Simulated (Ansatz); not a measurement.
The cation of AlH3S3, SMILES `[SH][Al]([SH])[SH]` at the neutral geometry.

```yaml
crystal:
  periodic: [false, false, false]
  atoms:
    - {symbol: S, position_ang: [-2.187513, 0.342182, -0.008431]}
    - {symbol: Al, position_ang: [-0.074874, -0.062525, -0.345069]}
    - {symbol: S, position_ang: [1.441460, 0.008118, 1.219609]}
    - {symbol: S, position_ang: [0.523320, -0.563085, -2.374498]}
    - {symbol: H, position_ang: [-2.016494, 0.591477, 1.301117]}
    - {symbol: H, position_ang: [0.562348, 0.326823, 2.184868]}
    - {symbol: H, position_ang: [1.813054, -0.710991, -2.023195]}
basis:
  gaussian: {orbitals: def2-TZVPP}
total_charge: 1
magnetization: {spin_polarized: true, initial_magnetization: 1}
hamiltonian: {xc: pbe, dispersion: d4}
```

```sh
$ ansatz run in.yaml --threads 4 --pin off --events-out ev --progress --plain --max-ram 10444MiB
```

Output, abridged:

```
Functional definition: PBE
1298 factors; their error is unknown
mean field evaluation 1: about -39125.7921 eV, gradient 2.8e1 eV
mean field evaluation 2: about -39117.8041 eV, gradient 4.3e1 eV
mean field evaluation 4: about -39128.4921 eV, gradient 1.3e1 eV
mean field evaluation 8: about -39129.5183 eV, gradient 8.1e0 eV
mean field evaluation 16: about -39130.2008 eV, gradient 2.5e-4 eV
mean field evaluation 32: about -39130.1812 eV, gradient 1.6e-4 eV
mean field -39130.20077253 eV, -1438.0083549878 hartree, gradient 1.2e-5 eV, S^2 0.753160; 6 other end points of the search recorded, 0 dependent functions left out
reference -39130.20081216 eV, -1438.0083564442 hartree; 32, 31 occupied and 178, 179 virtual orbitals, 1298 factors
Total energy: -39130.39631711 eV, -1438.0155411185 hartree
```

Hardware: 4 threads of an Intel Xeon 6975P-C on a shared host. Wall time 7 s, peak host memory 0.64 GiB.
